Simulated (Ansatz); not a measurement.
Program: Ansatz. Geometries: PBE0-D4/def2-TZVP. ΔE: electronic, gas phase. CBS: MP2 limit from def2 TZ/QZ plus the TZ coupled-cluster correction, frozen cores. This one scheme is used for every species. DFT in def2-TZVPP. One conformer a species, not always the lowest.

Reaction (ligand exchange at a B–S bond): `C=CB(S)Cl` + HCl → `C=CB(Cl)Cl` + H₂S

`C=CB(S)Cl`:

Cartesian coordinates in Å:
```
C 0.455 1.202 -1.141
C -0.168 0.088 -0.755
B -0.109 -0.469 0.681
S -0.997 -1.986 1.034
Cl 0.801 0.352 1.947
H 1.047 1.785 -0.443
H 0.397 1.572 -2.160
H -0.748 -0.458 -1.497
H -0.677 -2.085 2.334
```

HCl:

Cartesian coordinates in Å:
```
Cl -0.507 -0.223 0.319
H 0.507 0.223 -0.319
```

`C=CB(Cl)Cl`:

Cartesian coordinates in Å:
```
C -0.492 -1.116 -0.505
C -0.526 0.163 -0.129
B 0.674 0.891 0.499
Cl 0.531 2.573 0.958
Cl 2.206 0.089 0.778
H -1.352 -1.610 -0.947
H 0.405 -1.715 -0.382
H -1.446 0.725 -0.272
```

H₂S:

Cartesian coordinates in Å:
```
S 0.022 0.466 0.408
H 0.950 -0.192 -0.303
H -0.972 -0.273 -0.105
```

Problem. Is it downhill or uphill in electronic energy at CCSD(T)/CBS, and by how much? (Best estimate.)

Solution. Computed: Downhill: ΔE = -8.4 kJ/mol.

Problem. What do these levels give: B2PLYP, PBE0, HF/def2-TZVPP, CCSD/def2-TZVPP, SCS-MP2/def2-QZVPP, MP2/CBS(def2)? (Best estimate.)

Solution. Ansatz gave: B2PLYP -11.0, PBE0 -8.5, HF/def2-TZVPP -18.6, CCSD/def2-TZVPP -10.4, SCS-MP2/def2-QZVPP -10.1, MP2/CBS(def2) -7.8 kJ/mol.

Largest T1 diagnostic among the species: 0.013.

In def2-TZVPP, CCSD(T) changes the Hartree–Fock value by +9.7 kJ/mol (the triples alone add +1.5 kJ/mol) and MP2 by +10.3 kJ/mol.
